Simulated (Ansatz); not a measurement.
Relaxation of C$_{2}$H$_{9}$NSSi$_{2}$ (15 atoms, charge 0, multiplicity 1), to a largest force component of 0.02 eV/Å in at most 50 steps.

The calculation used RKS B3LYP-D4/STO-3G (Ansatz).

```xyz
15
Properties=species:S:1:pos:R:3
N -0.806 1.509 -0.499
C -0.443 0.577 0.243
Si 0.028 0.880 2.042
C -0.228 -0.829 -0.290
Si 1.119 -1.095 -1.487
S -1.864 -1.296 -1.118
H -0.863 2.453 -0.005
H -0.811 0.174 2.975
H 0.009 2.350 2.405
H 1.447 0.394 2.312
H -0.186 -1.537 0.569
H 1.306 -2.520 -1.785
H 2.331 -0.627 -0.828
H 0.943 -0.313 -2.720
H -2.003 -0.170 -1.787
```

Q: Where does it end, and by what steps?

A: The forces met the threshold. The force dipped under the threshold on the way, but the program's further checks kept it going. Limits of this set-up: minimal basis. After 45 steps the energy has fallen by 0.770 eV; H8 moved furthest, 1.14 Å.

```tsv
step	energy less start (eV)	largest force component (eV/Å)	accepted
0	0.0000	4.599	yes
2	-0.6500	1.198	yes
4	-0.7238	0.723	yes
6	-0.7377	0.061	yes
8	-0.7442	0.229	yes
10	-0.7518	0.197	yes
12	-0.7576	0.130	yes
14	-0.7626	0.263	yes
16	-0.7652	0.032	yes
18	-0.7658	0.050	yes
20	-0.7662	0.031	yes
22	-0.7665	0.045	yes
24	-0.7668	0.069	yes
26	-0.7673	0.025	yes
28	-0.7676	0.023	yes
30	-0.7675	0.054	no
32	-0.7678	0.015	yes
34	-0.7681	0.025	yes
36	-0.7683	0.028	yes
38	-0.7687	0.054	yes
40	-0.7690	0.060	yes
42	-0.7696	0.081	yes
44	-0.7700	0.025	yes
45	-0.7703	0.013	yes
```

```xyz
15
Properties=species:S:1:pos:R:3
N -1.280 1.471 -0.480
C -0.586 0.582 0.205
Si 0.349 0.917 1.819
C -0.531 -0.857 -0.379
Si 1.196 -1.203 -1.101
S -1.837 -1.154 -1.644
H -1.221 2.414 0.031
H 0.230 -0.218 2.705
H -0.224 2.092 2.435
H 1.746 1.162 1.540
H -0.681 -1.558 0.463
H 1.230 -2.548 -1.624
H 2.207 -1.079 -0.074
H 1.483 -0.261 -2.156
H -2.102 0.188 -1.711
```

Whether the end is a true minimum wasn't checked by a vibrational analysis.

Run time: 4.9 min on 1 thread of Intel(R) Xeon(R) Processor @ 2.70GHz (shared host), peak memory 0.17 GiB.
